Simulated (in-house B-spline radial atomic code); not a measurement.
Atomic self-consistent-field run: Rh+. Computed with an all-electron radial atomic-structure program (B-spline basis): non-relativistic PBE, spin-polarised, spherical fractional occupations, point nucleus, inside a hard spherical wall at 1.73 bohr.

Command:
```bash
python run_scf.py task.json out
```
Settings:
```
Z                45
configuration    [Ar] 3d9 4s2 4p6 4d8 4f1
hamiltonian      nr
method           pbe,pbe
spin_polarised   True
wall_radius      1.73
```

Output (hartree, bohr):
```
 radial grid: 40 intervals, B-splines of order 8, outer radius 1.73 bohr

 iter        energy (Eh)    residual
    1       -4658.139961    5.47e-01
    2       -4658.735945    9.72e-02
    3       -4658.794828    2.82e-02
    4       -4658.799423    9.79e-03
    5       -4658.799926    2.95e-03
    6       -4658.799979    3.19e-04
    7       -4658.799981    1.43e-05
    8       -4658.799981    1.74e-07

 total energy                     -4658.79998
 kinetic                            4734.9395
 electron-nucleus                 -11252.5900
 Hartree                            1998.0494
 exchange-correlation               -139.1989

 orbital      occ     eigenvalue          <r>       <r^2>       <1/r>     <1/r^2>       r_max
 1s up      1.000      -820.1610    0.0338513  0.00153323     44.4797     3973.04      0.0224
 1s down    1.000      -820.1605    0.0338511  0.00153321     44.4799     3973.05      0.0224
 2s up      1.000      -115.0740     0.147311   0.0255002     10.0781      413.16      0.1247
 2s down    1.000      -114.9805     0.147261   0.0254835     10.0824     413.499      0.1247
 2p up      3.000      -106.5179      0.12602   0.0193361     10.0773     137.783     0.09794
 2p down    3.000      -106.4498     0.125964   0.0193184     10.0811     137.876     0.09791
 3s up      1.000       -18.9166     0.402587     0.18537     3.56057     77.8725      0.3625
 3s down    1.000       -18.8170       0.4027    0.185443       3.558     77.7269      0.3626
 3p up      3.000       -15.5470     0.395448    0.181666     3.47425     25.7054      0.3492
 3p down    3.000       -15.4435     0.395609    0.181776     3.47122     25.6524      0.3494
 3d up      5.000        -9.3571     0.369414    0.163106     3.31143     13.8333      0.2909
 3d down    4.000        -9.2353     0.369792    0.163428     3.30826     13.8099      0.2914
 4s up      1.000        -1.0418     0.929596    0.950033     1.43981     16.1562       0.909
 4s down    1.000        -0.9235     0.929894    0.950683     1.43926      16.138      0.9092
 4p up      3.000         0.0938     0.949808    0.992292     1.38828     5.48234      0.9431
 4p down    3.000         0.2121     0.950208    0.993156     1.38758     5.47518      0.9434
 4d up      5.000         2.0989     0.978584     1.05541     1.30189     2.99813       1.005
 4d down    3.000         2.2179      0.97913     1.05667     1.30158     2.99859       1.006
 4f up      1.000         4.3782      1.00527     1.08728     1.09618     1.37107       1.037
```

Time taken, with all properties: 0.05 s on 1 thread of Arm Neoverse V2, on a shared host.
